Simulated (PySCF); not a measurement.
Planning a geometry optimisation on 2-acetyl-3-methylthiophene, `CC(=O)c1sccc1C`.

Method: PBE0-D3(BJ)/def2-SVP geometry optimisation, gas phase (PySCF 2.14.0). Work: geometry optimisation from a GFN2-xTB start, density fitting. A driver script takes a list of jobs; this job's settings line and coordinates (Å) are shown.

Input:
```
{"job": {"xc": "PBE0", "basis": "def2-SVP", "d3": "d3bj", "grid": 2, "kind": "geom"}, "charge": 0, "multiplicity": 1}
C      2.687103    -0.646802     0.054904
C      1.520074     0.257897    -0.260203
O      1.662142     1.345930    -0.780817
C      0.205896    -0.256504     0.100356
S      0.005724    -1.817297     0.845484
C     -1.690575    -1.611038     0.904321
C     -2.086552    -0.418433     0.384865
C     -1.012132     0.370824    -0.080265
C     -1.177290     1.716166    -0.690867
H      2.574066    -1.594196    -0.468205
H      2.720246    -0.851254     1.123132
H      3.612208    -0.167442    -0.253792
H     -2.301639    -2.387236     1.321361
H     -3.114668    -0.106514     0.333369
H     -0.762297     1.725039    -1.697546
H     -0.621939     2.458133    -0.119183
H     -2.227365     1.994756    -0.726824
```

Hardware: one thread, Intel Xeon 6975P-C (x86_64) (shared host). PySCF's memory limit was set to 1600 MB.

**Question.** How large is the basis?

**Answer.** 170 functions.

**Question.** How long does the run take?

**Answer.** About 58 s. The run took 5 energy-and-gradient evaluations and 39 SCF cycles, 12 s an evaluation on average.

**Question.** How much memory does it need at the peak?

**Answer.** About 0.79 GiB. Peak memory is the resident size of the whole Python process, interpreter and libraries included.

**Question.** At this speed, how long would 1000 such jobs take on 96 cores, one job a core?

**Answer.** 1000/96 gives 11 rounds of 58 s, about 11 min of wall time and 16 core-hours, if the jobs don't slow each other.

The host was shared with other jobs, so the times are rough.

The run converged: final energy -744.07594 Eh after 4 steps; dipole 2.54 D.
